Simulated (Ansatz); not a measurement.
`CN[BH][GeH3]` → B• + C• + Ge• + 8 H• + N•  (atomization)

Isolated molecules relaxed with PBE0-D4/def2-TZVP in Ansatz; ΔE leaves out vibrations. CCSD(T)/CBS is the MP2 limit (def2-TZVPP, def2-QZVPP) plus CCSD(T) − MP2 in def2-TZVPP, frozen cores. This one scheme is used for every species, atoms too. Functionals use def2-TZVPP. B3LYP here is the variant with VWN-RPA as its local correlation; programs differ in this. No spin–orbit coupling; open shells (•) take unrestricted orbitals. Spin–orbit coupling would lower the free atoms: a little for B, C; clearly for Ge. Bonds to Ge are less sure, by a few kJ/mol each and by 10 to 20 or more in all where they break to atoms, as the def2 sets lack core-valence functions. Scalar relativity is left out up to krypton. Each species was taken in one conformer, which may not be the lowest.

| level | ΔE (kJ/mol) | difference from CCSD(T)/CBS |
| --- | --- | --- |
| PBE-D4 | 4112.9 | 48.5 |
| r2SCAN-D4 | 4071.5 | 7.1 |
| PBE0-D4 | 4066.0 | 1.6 |
| ωB97M-V | 4070.4 | 6.0 |
| r2SCAN | 4066.3 | 1.9 |
| PBE0 | 4048.5 | -15.9 |
| B3LYP | 4047.0 | -17.4 |
| HF/def2-TZVPP | 3002.8 | -1061.6 |
| MP2/def2-TZVPP | 3983.4 | -81.0 |
| SCS-MP2/def2-TZVPP | 4001.7 | -62.7 |
| CCSD(T)/def2-TZVPP | 3977.4 | -87.0 |
| MP2/def2-QZVPP | 4034.2 | -30.2 |
| SCS-MP2/def2-QZVPP | 4061.8 | -2.6 |
| HF/CBS(def2) | 3006.1 | -1058.3 |
| MP2/CBS(def2) | 4070.4 | 6.0 |
| CCSD/CBS(def2) | 4016.4 | -48.0 |
| CCSD(T)/CBS | 4064.4 | 0 |

Largest T1 diagnostic among the species: 0.014.

The D4 term adds +33.3 kJ/mol with B3LYP and +17.5 kJ/mol with PBE0; it sums over pairs of atoms, weighted by their polarisabilities, and B3LYP, whose exchange is more repulsive, gets the larger term. In def2-TZVPP, CCSD(T) changes the Hartree–Fock value by +974.6 kJ/mol (the triples alone add +48.0 kJ/mol) and MP2 by +980.6 kJ/mol; breaking electron pairs costs correlation energy, which Hartree–Fock lacks.

For atomizations the MP2-based limit and the directly extrapolated one differ by several kJ/mol either way, and by 10 to 25 for some Ge, Se and Sn compounds, so smaller differences from it don't rank the levels.
